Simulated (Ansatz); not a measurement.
Geometry optimisation, RKS revPBE-D4/6-31G in Ansatz 0.2.0.

Input:

```yaml
crystal:
  periodic: [false, false, false]
  atoms:
    - { symbol: C, position_ang: [1.0627, -2.1474, -0.6227] }
    - { symbol: "N", position_ang: [1.1789, -0.9239, -0.1563] }
    - { symbol: C, position_ang: [0.3649, -0.6807, 1.0379] }
    - { symbol: "N", position_ang: [-0.9333, -0.4957, 0.71] }
    - { symbol: C, position_ang: [-1.3961, 0.5477, 0.0756] }
    - { symbol: Si, position_ang: [-0.4364, 2.0582, -0.5168] }
    - { symbol: H, position_ang: [1.5814, -2.4022, -1.5414] }
    - { symbol: H, position_ang: [0.3809, -2.8394, -0.1948] }
    - { symbol: H, position_ang: [0.4969, -1.5039, 1.7958] }
    - { symbol: H, position_ang: [0.7979, 0.1865, 1.6143] }
    - { symbol: H, position_ang: [-2.4832, 0.6328, -0.1143] }
    - { symbol: H, position_ang: [0.1424, 1.8429, -1.862] }
    - { symbol: H, position_ang: [-1.3961, 3.2422, -0.6333] }
    - { symbol: H, position_ang: [0.6261, 2.4536, 0.4367] }
basis:
  gaussian: { orbitals: "6-31G" }
hamiltonian:
  xc: revpbe
  dispersion: d4
relax:
  f_tol: 0.02
  max_steps: 50
output:
  orbitals: {}
```

Command:

```bash
$ ansatz run input.yaml --threads 1 --pin off --max-ram 2048MiB --backend cpu --events-out ev --progress --plain --runs-dir out
```

Where does it end, and by what steps?

The run converged. Limits of this set-up: no polarisation functions. After 23 steps the energy has fallen by 0.754 eV; H7 moved furthest, 1.19 Å.

| step | energy less start (eV) | largest force component (eV/Å) | accepted |
| --- | --- | --- | --- |
| 0 | 0.0000 | 5.114 | yes |
| 1 | -0.3152 | 2.245 | yes |
| 2 | -0.4615 | 1.158 | yes |
| 3 | -0.4976 | 1.182 | yes |
| 4 | -0.5624 | 0.458 | yes |
| 5 | -0.5949 | 0.305 | yes |
| 6 | -0.6176 | 0.449 | yes |
| 7 | -0.6376 | 0.720 | yes |
| 8 | -0.6509 | 0.676 | yes |
| 9 | -0.6649 | 0.784 | yes |
| 10 | -0.6860 | 0.328 | yes |
| 11 | -0.7066 | 0.327 | yes |
| 12 | -0.7194 | 0.219 | yes |
| 13 | -0.7315 | 0.336 | yes |
| 14 | -0.7360 | 0.474 | yes |
| 15 | -0.7389 | 0.338 | yes |
| 16 | -0.7024 | 0.505 | no |
| 17 | -0.7459 | 0.138 | yes |
| 18 | -0.7501 | 0.138 | yes |
| 19 | -0.7053 | 0.774 | no |
| 20 | -0.7537 | 0.039 | yes |
| 21 | -0.7538 | 0.054 | yes |
| 22 | -0.7540 | 0.034 | yes |
| 23 | -0.7541 | 0.017 | yes |

```xyz
14
Properties=species:S:1:pos:R:3
C 1.410 -1.551 -0.625
N 0.726 -0.641 -0.022
C -0.076 -0.964 1.174
N -1.317 -0.171 1.268
C -1.483 0.868 0.505
Si -0.296 1.672 -0.819
H 1.971 -1.282 -1.527
H 1.464 -2.605 -0.292
H -0.353 -2.035 1.226
H 0.527 -0.728 2.071
H -2.433 1.403 0.657
H -0.126 0.912 -2.118
H -1.057 2.947 -1.202
H 1.030 2.147 -0.267
```

Time of the run: 100 s on 1 thread of Arm Neoverse V2, with other jobs on the host, peak memory 0.15 GiB.
